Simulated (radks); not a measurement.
Q: These are the eigenvalues of the occupied orbitals of an atom or ion with whole-number occupations (Ry). All-electron calculation, Dirac Kohn-Sham, LB94 model potential, spin-unpolarised, spherical densities, finite nucleus; Fermi nuclear charge, rms radius of each element as measured or else 0.836 A^(1/3) + 0.57 fm. Program: a radial shooting solver on a logarithmic mesh with Libxc functionals.

| orbital | eigenvalue |
|---|---|
| 1s1/2 | -5255.821 |
| 2s1/2 | -1296.059 |

Which element is it, and in what charge state? The configuration may be excited. Open shells, if any, fill j = l - 1/2 first.

A: Z = 71, lutetium, charge +67: Lu67+ in [He] 2s2. The 1s level, -2627.9 hartree, gives Z - s = 72.5 by -(Z - s)^2/2, which with screening and relativity narrows Z to a few neighbours, and the depths must fix Z and the occupations together.
